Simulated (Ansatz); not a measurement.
W₃S₈ (the lowest singlet isomer of a short search). The state is a singlet with charge 0. Geometry PBE0-D4/def2-SVP, basis def2-TZVP, Ansatz.

Cartesian coordinates in Å:
```
W 1.218 1.786 -0.224
W -0.202 -1.998 0.829
W -1.339 0.316 -0.672
S 0.614 -1.931 2.790
S 2.147 2.128 1.656
S -2.046 0.036 -2.639
S 0.889 -0.523 -0.683
S -0.980 2.539 -0.170
S 2.282 2.737 -1.798
S -0.234 -3.983 0.072
S -2.348 -1.108 0.838
```

```csv
run,HOMO (eV),LUMO (eV)
A,-6.39,-5.67
B,-7.63,-5.22
C,-6.67,-5.73
D,-6.54,-5.90
E,-7.45,-5.19
```

In the def2 sets W takes a core potential; there is no spin–orbit coupling. The structure comes from a short search, and lower isomers may exist.

Problem. The runs used LDA (SPW92), PBE, PBE0, r2SCAN, r2SCAN0. Estimate which is which.

Solution. A PBE (0 % exact exchange); B r2SCAN0 (25 % exact exchange); C r2SCAN (0 % exact exchange); D LDA (SPW92) (0 % exact exchange); E PBE0 (25 % exact exchange). Exact exchange lowers occupied and raises empty levels; among semilocal functionals meta-GGAs tend to open the gap a little, and such runs are hard to tell apart. The gap grows from 0.64 eV (LDA (SPW92)) to 2.41 eV (r2SCAN0). The restricted singlet is unstable towards broken spin symmetry in Hartree–Fock (as tested in another run); at PBE-D4/def2-TZVP, r2SCAN0-D4/def2-TZVP, r2SCAN-D4/def2-TZVP, LDA (SPW92)/def2-TZVP and others this wasn't settled.
